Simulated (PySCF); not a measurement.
C5H9BF2O.
Geometry (PBE0-D3(BJ)/def2-SVP, Å), atoms numbered from 1 in this order:
```
atom  x, y, z in Å
F1     2.809    0.402    1.168
C2     2.775   -0.094   -0.082
F3     3.882   -0.811   -0.268
O4     1.706   -0.924   -0.221
B5     0.422   -0.445   -0.208
C6    -0.840   -1.368   -0.350
C7    -1.996   -0.416   -0.008
C8    -1.529    0.975   -0.457
C9    -0.044    1.055   -0.068
H10    2.762    0.750   -0.793
H11   -0.817   -2.305    0.228
H12   -0.891   -1.670   -1.416
H13   -2.152   -0.409    1.085
H14   -2.958   -0.704   -0.460
H15   -2.141    1.786   -0.033
H16   -1.622    1.052   -1.555
H17    0.060    1.311    1.005
H18    0.533    1.820   -0.612
```

Method: TDDFT CAM-B3LYP/def2-SVPD, vertical, gas phase, core orbitals frozen in the response (PySCF).

Transition dipole moments from the ground state, in atomic units and in the frame of the coordinates above (overall signs are arbitrary), for the states with f of 0.002 or more among the lowest 8:

```csv
state,E (eV),μx,μy,μz
S2,7.782,-0.012,0.254,0.129
S3,8.235,0.164,0.310,0.171
S4,8.412,0.054,0.143,-0.090
S5,8.579,0.324,-0.066,-0.005
S6,8.597,0.037,0.088,0.066
S7,8.712,0.016,-0.048,-0.129
S8,8.756,-0.086,-0.034,0.060
```

(1) What oscillator strength does each state have?

(2) What angle do the transition dipoles of S3 and S5 make?

(3) What peak molar absorption coefficient would the strongest computed level give as a lone Gaussian band 0.3 eV wide at half height?

Results:

(1) f = (2/3) ΔE |μ|² with ΔE in hartree (27.2114 eV).

```tsv
state	|μ|² (au)	|μ| (D)	f
S2	0.081	0.72	0.015
S3	0.152	0.99	0.031
S4	0.032	0.45	0.007
S5	0.109	0.84	0.023
S6	0.014	0.30	0.003
S7	0.019	0.35	0.004
S8	0.012	0.28	0.003
```

(2) |cos θ| = |μa·μb| / (|μa| |μb|) = 0.25, so θ ≈ 76° (taken between 0 and 90°, since the signs are arbitrary).

(3) ε(max) = 2.175×10⁸ f / FWHM, with the width in cm⁻¹. S3: 2.175×10⁸ × 0.0307 / 2420 ≈ 2800 L mol⁻¹ cm⁻¹.

The vertical ionisation energy (ΔSCF) is 10.53 eV, 1.77 eV above S8.

One conformer stands for the species.
